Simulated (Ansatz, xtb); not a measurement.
## Two isomers of AlFH4NSi

We compare X, `[F][Al][NH][SiH3]`, a doublet, with Y, `[NH2][Al]([F])[SiH2]`, a doublet. Both are isolated molecules in the gas phase, relaxed with PBE0-D3(BJ)/def2-SVP; the shapes shown needn't be the lowest conformers.

X (Å):

```tsv
atom	x (Å)	y (Å)	z (Å)
Al	-0.7099	2.7656	0.5077
F	0.2111	3.4259	-0.7188
N	-0.8672	0.9839	0.5728
Si	-0.1797	-0.2232	-0.4891
H	-1.4354	0.6124	1.3321
H	-1.2365	-1.0481	-1.1569
H	0.6092	0.5011	-1.5260
H	0.7189	-1.1690	0.2464
```

Y (Å):

```yaml
atoms:
  - { symbol: Al, position_ang: [0.5359, -1.0123, 0.4673] }
  - { symbol: F, position_ang: [-0.5319, -2.2949, 0.4310] }
  - { symbol: N, position_ang: [-0.0284, 0.5030, 1.1701] }
  - { symbol: Si, position_ang: [2.7742, -1.3233, -0.2892] }
  - { symbol: H, position_ang: [0.5207, 1.3518, 1.2433] }
  - { symbol: H, position_ang: [-0.9583, 0.6545, 1.5459] }
  - { symbol: H, position_ang: [3.1338, -2.4484, -1.2018] }
  - { symbol: H, position_ang: [3.6410, -0.1338, -0.5510] }
```

Energies in hartree; the thermal terms are from PBE0-D3(BJ)/def2-SVP harmonic frequencies (ideal gas, rigid rotor, one conformer each, 298.15 K, 1 atm) and include the zero-point energy:

|  | X | Y |
| --- | --- | --- |
| E, CCSD(T)/def2-SVP | −687.423114 | −687.409752 |
| E, MP2/def2-SVP | −687.378065 | −687.360334 |
| E, MP2/def2-TZVPP | −687.912871 | −687.891821 |
| zero-point energy | 0.043589 | 0.043549 |
| H(298 K) − E | 0.050889 | 0.051840 |
| G(298 K) − E | 0.012192 | 0.011826 |

**Question.** Correct the CCSD(T) difference for the basis set by the MP2 change, then work out ΔE, ΔE₀, ΔH and ΔG for X → Y in kcal/mol (1 Eh = 627.51 kcal/mol) and the equilibrium ratio [Y]/[X].

**Answer.** 1. Differences Y − X: CCSD(T) +0.013362, MP2 in the small set +0.017731, MP2 in the large set +0.021050 Eh.
2. ΔE = +0.013362 + (+0.021050 − (+0.017731)) = +0.016681 Eh = +10.47 kcal/mol.
3. ΔE₀ = ΔE + ΔZPE = +0.016681 + (−0.000040) Eh = +10.44 kcal/mol.
4. ΔH = ΔE + (+0.000951) Eh = +11.06 kcal/mol.
5. ΔG = ΔE + (−0.000366) Eh = +10.24 kcal/mol, so ΔS = (ΔH − ΔG)/T = +11.6 J/(mol K).
6. kT = 0.9442 mEh, so K = [Y]/[X] = exp(−ΔG/kT) = exp(−17.28) ≈ 3.1 × 10^−8.

Structure X is favoured at this temperature. An error of 1 kcal/mol in ΔG would change K by a factor of 5.4. Mirror images and further conformers aren't counted.

As drawn, Y has 1 Al–Si, 1 N–H in place of 1 N–Si, 1 Si–H.

Other levels gave ΔE = +5.5 (PBE0-D3(BJ)/def2-SVP); +11.2 (HF/def2-SVP); +11.1 (MP2/def2-SVP); +8.4 (CCSD(T)/def2-SVP) kcal/mol. Open shells are spin-unrestricted. The correlated steps freeze 12 core orbitals. Programs: Ansatz 0.2.0.
